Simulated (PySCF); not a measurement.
Ga(F)(Br)(OH) (BrFGaHO), SMILES [OH][Ga]([F])[Br].

The structure is a stationary point at PBE0-D3(BJ)/def2-SVP. The structure was generated by enumeration; whether it is a known compound was not checked. The values are those of a single conformer.

Two levels are set side by side: TDA-PBE/def2-SVPD (PySCF) and TDA-LC-ωPBE/def2-SVPD (PySCF). Vertical, same geometry. The lowest singlet is HOMO→LUMO 99 % with PBE and HOMO→LUMO 82 %, HOMO→LUMO+2 13 % with the other functional; states are paired by order. Differences are taken from unrounded values.

```tsv
quantity	TDA-PBE
lowest singlet excitation (eV)	5.09
lowest triplet excitation (TDA) (eV)	4.75
first bright state (f over 0.05) (eV)	6.85
its oscillator strength	0.09
```

### Question
These are the TDA-PBE values. What does TDA-LC-ωPBE give? (An estimate is asked for; the answer gives what the named calculation found.)

### Answer

```json
[
 {"quantity": "lowest singlet excitation (eV)", "TDA-LC-ωPBE": "6.54", "TDA-PBE minus TDA-LC-ωPBE": "-1.44"},
 {"quantity": "lowest triplet excitation (TDA) (eV)", "TDA-LC-ωPBE": "6.01", "TDA-PBE minus TDA-LC-ωPBE": "-1.26"},
 {"quantity": "first bright state (f over 0.05) (eV)", "TDA-LC-ωPBE": "8.02", "TDA-PBE minus TDA-LC-ωPBE": "-1.17"},
 {"quantity": "its oscillator strength", "TDA-LC-ωPBE": "0.05", "TDA-PBE minus TDA-LC-ωPBE": "0.04"}
]
```

Functionals without exact exchange tend to place singlet excitations lower, as here. Differences between two approximate levels are no errors against the true value.

Rough cost on one machine, each run with all the roots and properties that it gave: TDA-LC-ωPBE against TDA-PBE about 3 times.
